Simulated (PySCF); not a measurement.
Ag(Cl) anion (AgCl), SMILES [Cl][Ag] (connectivity only; charge and spin as stated), charge -1, multiplicity 2. The structure is a stationary point at PBE0-D3(BJ)/def2-TZVPD. The spin state was assumed, not searched. The def2 effective core potentials stand for the cores of Ag; spin–orbit coupling is left out.

Computed with PBE0-D3(BJ)/def2-TZVPD (PySCF).

Harmonic wavenumbers (cm⁻¹): 209. Rotational constants (GHz): 3.085 (linear); symmetry number 1.

Question: Work out the zero-point energy and the ideal-gas rigid-rotor harmonic-oscillator thermochemistry at 298.15 K and 1 atm.

Answer: ZPE = ½ Σ hcν = ½ × 209 cm⁻¹ = 0.30 kcal/mol. H − E(el) = 2.72 kcal/mol. Entropy in cal/(mol K): translation 40.79, rotation 17.11, vibration 2.05, spin 1.38, total 61.32. G − E(el) = -15.57 kcal/mol. Cp = 8.78 cal/(mol K).
